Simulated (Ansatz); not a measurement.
Stepwise reaction of dichlorosilane with hydrogen fluoride, as a gas-phase model of exchange steps in deposition or etching. ΔE in kJ/mol; ΔG adds harmonic PBE0-D4 terms to CCSD(T)/CBS, at 1 bar.

Isolated molecules relaxed with PBE0-D4/def2-TZVP in Ansatz; ΔE leaves out vibrations. CBS: MP2 limit from def2 TZ/QZ plus the TZ coupled-cluster correction, frozen cores. This one scheme is used for every species. DFT in def2-TZVPP. B3LYP here is the variant with VWN-RPA as its local correlation; programs differ in this.

```
step                                      reaction  PBE-D4  B3LYP-D4  ωB97M-V  CCSD(T)/CBS  ΔG(600 K)
   1      `Cl[SiH2]Cl` + H–F → `F[SiH](Cl)Cl` + H₂  -119.7    -126.8   -127.6       -122.9     -122.6
   2  `F[SiH](Cl)Cl` + H–F → `F[Si](F)(Cl)Cl` + H₂  -116.1    -123.8   -125.4       -121.2     -113.9
```

Q: By hand: ΔE of the 2 steps together at CCSD(T)/CBS.

A: (-122.9) + (-121.2) = -244.1 kJ/mol, or -122.1 kJ/mol a step.

In ΔE the steps differ by no more than 1.7 kJ/mol. All are downhill at CCSD(T)/CBS. ΔG lies between -122.6 and -113.9 kJ/mol a step. PBE-D4 differs from CCSD(T)/CBS by 3.2 to 5.1 kJ/mol a step. Isolated molecules leave out the surface, adducts and barriers. Largest T1 diagnostic: 0.010.
